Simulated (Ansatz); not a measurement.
C₂H₇AlSSi, SMILES `[AlH2][C@H]1C[Si@@H]1S`, relaxed with RKS PBE-D4/def2-SVP in the Gaussian-basis code of Ansatz from a rough embedded geometry. The force threshold is 0.03 eV/Å; the program also tests the step.

Charge 0, multiplicity 1.

Start:

```xyz
12

Al   -0.246    0.637   -2.198
C     0.562    0.544   -0.349
C    -0.359    0.662    0.797
Si    0.066   -1.139    0.431
S     1.480   -1.766    1.999
H    -0.003    2.046   -3.038
H    -1.096   -0.516   -2.797
H     1.556    0.865   -0.117
H     0.045    1.098    1.660
H    -1.443    0.879    0.487
H    -1.091   -1.875    0.156
H     0.529   -1.436    2.969
```

Problem. How much energy does the relaxation release, and in how many steps? (Estimate.)

Solution. Ansatz gave: 91.61 kJ/mol, in 15 steps, 1 of them rejected.

Problem. Which bonds change most? (An estimate is asked.)

Solution. Computed: Si4–H11 from 1.398 to 1.497 Å; Al1–C2 from 2.019 to 1.932 Å; C2–C3 from 1.475 to 1.537 Å; Si4–S5 from 2.202 to 2.142 Å.

Problem. Give the relaxed structure. (Estimate.)

Solution. Ansatz gave: 
```xyz
12

Al   -0.139    0.549   -2.135
C     0.260    0.856   -0.270
C    -0.703    0.818    0.927
Si    0.043   -0.856    0.565
S     1.750   -1.578    1.637
H     1.071    0.570   -3.185
H    -1.635    0.158   -2.560
H     1.267    1.257   -0.043
H    -0.376    1.334    1.846
H    -1.780    0.947    0.716
H    -0.796   -1.880   -0.135
H     1.036   -2.175    2.638
```
